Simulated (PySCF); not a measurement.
1,1-dichlorobuta-1,3-diene (C₄H₄Cl₂), SMILES C=CC=C(Cl)Cl. Atoms are numbered in the order given.

```xyz
10

C     -0.4643    -3.2593     0.0000
C      0.1140    -2.0460     0.0000
C     -0.6355    -0.8033     0.0000
C     -0.1073     0.4358     0.0000
Cl     1.6005     0.7537     0.0000
Cl    -1.1006     1.8587     0.0000
H     -1.5525    -3.3748     0.0000
H      0.1343    -4.1729     0.0000
H      1.2046    -1.9632     0.0000
H     -1.7273    -0.8640     0.0000
```

Coordinates come from a B3LYP-D3(BJ)/def2-SVP optimisation. One conformer was computed; it need not be the lowest.

Two levels are set side by side: PBE/pcSseg-1 (PySCF) and KT2/pcSseg-1 (PySCF). GIAO shifts against HCl (³⁵Cl), TMS (¹H), TMS (¹³C) at the same level; non-relativistic, no solvent, atoms listed together averaged. Without spin–orbit terms, shifts of atoms bonded to Cl or Br come out too high at both levels. Differences are taken from unrounded values.

```csv
quantity,KT2,PBE,PBE minus KT2
δ(¹³C) of C1 (ppm),118.4,126.8,8.4
δ(¹³C) of C2 (ppm),131.8,140.5,8.6
δ(¹³C) of C3 (ppm),129.9,136.7,6.8
δ(¹³C) of C4 (ppm),139.1,148.0,8.9
"δ(¹H) of H7, H8 (ppm)",5.57,5.73,0.16
δ(¹H) of H9 (ppm),6.72,6.92,0.20
δ(¹H) of H10 (ppm),6.35,6.51,0.16
```

Rough cost on one machine, each run with all the roots and properties that it gave: KT2 against PBE within a factor of 2.
